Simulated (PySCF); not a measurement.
Species: `CN(C)[Si@@H](O)c1ccoc1`. The columns A, B, C and D hold Mulliken, IAO, Hirshfeld and ESP-fitted charges (e) of one PBE0/pcSseg-1 density (PySCF), in a shuffled order. Coordinates in Å (GFN2-xTB); the density's dipole moment is (-1.46, 0.00, 0.63) D.

| atom | x | y | z | A | B | C | D |
| --- | --- | --- | --- | --- | --- | --- | --- |
| C1 | -1.800 | -0.210 | 1.571 | -0.081 | -0.073 | -0.324 | -0.300 |
| N2 | -1.623 | 0.211 | 0.201 | -0.789 | -0.184 | -0.169 | -0.524 |
| C3 | -2.294 | -0.668 | -0.723 | -0.077 | -0.071 | -0.476 | -0.297 |
| Si4 | -0.240 | 1.118 | -0.298 | +1.103 | +0.429 | +0.514 | +1.235 |
| O5 | 0.119 | 2.216 | 0.848 | -0.560 | -0.298 | -0.638 | -0.789 |
| C6 | 1.358 | 0.153 | -0.477 | -0.440 | -0.144 | +0.014 | -0.387 |
| C7 | 2.609 | 0.368 | 0.173 | -0.163 | -0.087 | -0.274 | -0.206 |
| C8 | 3.449 | -0.601 | -0.269 | +0.167 | +0.002 | -0.066 | -0.005 |
| O9 | 2.822 | -1.407 | -1.146 | -0.355 | -0.064 | -0.128 | -0.227 |
| C10 | 1.567 | -0.944 | -1.262 | +0.175 | +0.007 | -0.125 | +0.013 |
| H11 | -1.427 | -1.229 | 1.736 | +0.099 | +0.032 | +0.126 | +0.120 |
| H12 | -1.264 | 0.463 | 2.234 | +0.110 | +0.041 | +0.130 | +0.146 |
| H13 | -2.863 | -0.191 | 1.829 | +0.108 | +0.037 | +0.115 | +0.132 |
| H14 | -3.358 | -0.724 | -0.474 | +0.108 | +0.039 | +0.168 | +0.135 |
| H15 | -2.188 | -0.283 | -1.733 | +0.114 | +0.044 | +0.161 | +0.143 |
| H16 | -1.882 | -1.685 | -0.691 | +0.097 | +0.030 | +0.148 | +0.115 |
| H17 | -0.649 | 1.749 | -1.556 | -0.137 | -0.095 | -0.131 | -0.177 |
| H18 | -0.555 | 2.822 | 1.145 | +0.244 | +0.178 | +0.425 | +0.366 |
| H19 | 2.824 | 1.150 | 0.871 | +0.080 | +0.055 | +0.182 | +0.171 |
| H20 | 4.474 | -0.825 | -0.046 | +0.104 | +0.062 | +0.172 | +0.171 |
| H21 | 0.913 | -1.466 | -1.933 | +0.092 | +0.059 | +0.176 | +0.165 |

Question: Which column most likely holds the ESP-fitted charges?

Answer: C. Σ q r misses the density's dipole by 0.03 D (C), 0.84 D (B), 1.30 D (D), 1.47 D (A). Charges fitted to the outside potential are the only set here that is tied to the molecule's multipoles.

Question: And the Hirshfeld charges?

Answer: B. The mean sizes are 0.097 e (B), 0.222 e (C), 0.248 e (A), 0.277 e (D), and Hirshfeld charges are commonly the smallest of these schemes.

As computed, A = Mulliken, B = Hirshfeld, C = ESP-fitted, D = IAO. Hydrogens on carbon: Mulliken +0.08 to +0.11, Hirshfeld +0.03 to +0.06, ESP-fitted +0.11 to +0.18, IAO +0.12 to +0.17 e.

The Mulliken scheme gives each basis function's population to the atom it is centred on and halves the overlap population of two atoms between them. The Hirshfeld scheme weights the molecular density at each point by an atom's share of the summed free-atom densities.

One conformer (not necessarily the lowest) at the GFN2-xTB geometry, without solvent, vibrations or thermal averaging.

The values belong to the conformer `[CH3:1][N:2]([CH3:3])[Si@@H:4]([OH:5])[c:6]1[cH:7][cH:8][o:9][cH:10]1`: C1–N2–Si4–O5 -40°, N2–Si4–C6–C7 -122°, H–O5–Si4–N2 -54°.
